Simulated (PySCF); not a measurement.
## Gd⁴⁵⁺: ionisation energy

Gd⁴⁵⁺ [Ar] 3d1 (2D) → Gd⁴⁶⁺ [Ar] (1S), as a difference of total energies. All numbers are calculated (PySCF 2.14, no relativity, point nucleus, in an even-tempered Gaussian basis (16 s from 9.2 bohr⁻², ratio 2.5; 10 p from 12 bohr⁻², ratio 2.5; 7 d from 12 bohr⁻², ratio 2.5; 4 f from 42 bohr⁻², ratio 2.7; 3 g from 63 bohr⁻², ratio 2.7)). Correlated levels: outer shells: [Ne] frozen; virtual orbitals above 40 to 60 times the deepest correlated orbital energy dropped. The calculations carry no spin-orbit coupling.

```tsv
method	ionisation energy (eV)
UHF	3631.8
LDA	3632.6
PBE	3633.7
PBE0	3633.6
r2SCAN	3634.6
B97-3	3633.5
revPBE	3633.6
MP2 (outer shells)	3631.0
SCS-MP2 (outer shells)	3631.0
```

A first-order spin-orbit estimate (lowest level to lowest level, LS coupling) adds 22.099 eV.

The gap to the reference is mostly relativistic.

First order in ζ underestimates the shift of j = l − 1/2 levels at high Z.

For comparison: 3660 ± 4 eV (theoretical estimate listed by NIST; NIST Atomic Spectra Database, ionization energies).
